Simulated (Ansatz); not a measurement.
CsF (SMILES [F][Cs]), singlet, geometry from GFN2-xTB (such geometries of metal compounds can be far from the true shape) (core potentials on Cs); REVPBE/def2-TZVP (Ansatz, an electronic-structure program).

Input for Ansatz:
Ansatz 0.2 input:
```yaml
crystal:
  periodic: [false, false, false]
  atoms:
    - {symbol: Cs, position_ang: [-0.00000000, -0.00000000, -0.32413647]}
    - {symbol: F, position_ang: [0.00000000, 0.00000000, 1.98083399]}
basis:
  gaussian:
    orbitals: def2-TZVP
hamiltonian:
  xc: revpbe
accuracy: high
```

Problem. Write the output that Ansatz gives for this input, abridged.

Solution. 
```
Functional definition: revPBE
920 factors; integrals over basis functions are off by at most 4.1e-9 eV
mean field evaluation 1: about -3262.7774 eV, gradient 5.6e1 eV
mean field evaluation 2: about -2933.9002 eV, gradient 1.8e2 eV
mean field evaluation 4: about -3264.4589 eV, gradient 4.6e1 eV
mean field evaluation 8: about -3267.8872 eV, gradient 2.1e-1 eV
mean field evaluation 16: about -3267.8873 eV, gradient 1.2e-6 eV
mean field -3267.88733870 eV, -120.0926446435 hartree, gradient 2.9e-9 eV, S^2 0.000000; 0 other end points of the search recorded, 0 dependent functions left out
reference -3267.88734402 eV, -120.0926448393 hartree; 9, 9 occupied and 51, 51 virtual orbitals, 920 factors
Total energy: -3267.88734402 eV, -120.0926448393 hartree
```
